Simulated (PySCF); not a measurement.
Polarisability and C₆ of Zn²⁺ (zinc, charge +2)

[Ar] 3d10, closed-shell 1S. Calculation: PySCF 2.14, in aug-cc-pVQZ-PP with ECP10MDF (7s7p6d4f3g2h, 135 functions); scalar relativity through the core potential. Coupled (time-dependent) response in atomic units; α is the mean over directions.

| method | mean α (bohr³) | C₆ (like pair) | S(−4) |
| --- | --- | --- | --- |
| UHF | 2.246 | 5.778 | 1.985 |
| PBE | 2.878 | 7.613 | 4.150 |
| PBE0 | 2.658 | 6.971 | 3.269 |

S(−4) is the Cauchy moment in α(ω) = α(0) + S(−4) ω² + …

α(iu) at PBE0:

| u (hartree) | α(iu) (bohr³) |
| --- | --- |
| 0 | 2.658 |
| 0.0500 | 2.650 |
| 0.100 | 2.626 |
| 0.200 | 2.538 |
| 0.300 | 2.411 |
| 0.500 | 2.120 |
| 0.750 | 1.788 |
| 1.00 | 1.524 |
| 1.50 | 1.150 |
| 2.00 | 0.9039 |
| 3.00 | 0.6066 |
| 5.00 | 0.3311 |

A single London oscillator, α(iu) = α/(1 + u²/ω²), gives C₆ = (3/4) ω α². Matching the computed C₆ needs ω = 4 × 6.971 / (3 × 2.658²) = 1.32 hartree.

For an ion, C₆ is the dispersion term alone; charge-induced terms of lower order in 1/R come first.

Energies and moments cover only the electrons outside the core potential.
